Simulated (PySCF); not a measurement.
C4H12OSi, SMILES CCCOC[SiH3]. Heavy atoms are numbered as in [CH3:1][CH2:2][CH2:3][O:4][CH2:5][SiH3:6]. Hydrogens are named by the atom that carries them.

The structure is a stationary point at B3LYP-D3(BJ)/def2-SVP. Other conformers were not sampled.

Level of theory: r2SCAN/def2-TZVP run with PySCF.

ESP charges are fitted to the potential on shells at 1.4 to 2.0 van der Waals radii. Atomic charges (e), one atom of each kind:

```json
[
 {"atom": "C1 (CH3)", "IAO": "-0.43", "ESP fit": "-0.34", "Löwdin": "-0.31", "Mulliken": "-0.34"},
 {"atom": "C2 (CH2)", "IAO": "-0.25", "ESP fit": "0.13", "Löwdin": "-0.30", "Mulliken": "-0.11"},
 {"atom": "C3 (CH2)", "IAO": "-0.04", "ESP fit": "-0.18", "Löwdin": "-0.33", "Mulliken": "-0.02"},
 {"atom": "O4", "IAO": "-0.40", "ESP fit": "-0.12", "Löwdin": "0.16", "Mulliken": "-0.30"},
 {"atom": "C5 (CH2)", "IAO": "-0.33", "ESP fit": "-0.18", "Löwdin": "-0.48", "Mulliken": "-0.17"},
 {"atom": "Si6 (SiH3)", "IAO": "0.63", "ESP fit": "0.20", "Löwdin": "0.28", "Mulliken": "0.24"},
 {"atom": "H on C1", "IAO": "0.15", "ESP fit": "0.08", "Löwdin": "0.12", "Mulliken": "0.12"},
 {"atom": "H on C2", "IAO": "0.14", "ESP fit": "0.02", "Löwdin": "0.14", "Mulliken": "0.08"},
 {"atom": "H on C3", "IAO": "0.11", "ESP fit": "0.09", "Löwdin": "0.12", "Mulliken": "0.07"},
 {"atom": "H on C5", "IAO": "0.12", "ESP fit": "0.10", "Löwdin": "0.12", "Mulliken": "0.09"},
 {"atom": "H on Si6", "IAO": "-0.12", "ESP fit": "-0.05", "Löwdin": "-0.04", "Mulliken": "-0.04"}
]
```

**Question.** Give the Mayer and Wiberg (Löwdin basis) orders of the bonds. (Estimate from the structure and the level; the computed values follow.)

**Answer.** 
```json
[
 {"bond": "C1–C2", "Mayer": "0.98", "Wiberg": "1.29"},
 {"bond": "C2–C3", "Mayer": "1.00", "Wiberg": "1.25"},
 {"bond": "C3–O4", "Mayer": "0.97", "Wiberg": "1.46"},
 {"bond": "O4–C5", "Mayer": "0.94", "Wiberg": "1.50"},
 {"bond": "C5–Si6", "Mayer": "0.98", "Wiberg": "1.17"}
]
```
